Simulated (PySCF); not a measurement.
The multiplicity is imposed and other spin states were not computed.

Cartesian coordinates (Å):
```xyz
6

Cd     0.2607    -0.1088     0.2895
N     -0.1223    -1.8439    -0.6716
H     -0.8863    -2.3511    -0.2004
H      0.6930    -2.4723    -0.6112
O      0.6198     1.6400     1.1535
H      0.4999     2.3480     0.4907
```
Charge 0, spin multiplicity 1.

Estimate the HOMO–LUMO gap, HOMO, total energy, LUMO and charge on the central atom (Mulliken) that PBE-D3(BJ)/def2-TZVP // PBE-D3(BJ)/def2-SVP (PySCF) returns for this input.


| Property | Value |
|---|---|
| HOMO–LUMO gap | 3.95 eV |
| HOMO | -5.87 eV |
| total energy | -299.4660 Ha |
| LUMO | -1.92 eV |
| charge on the central atom (Mulliken) | 0.71 e |
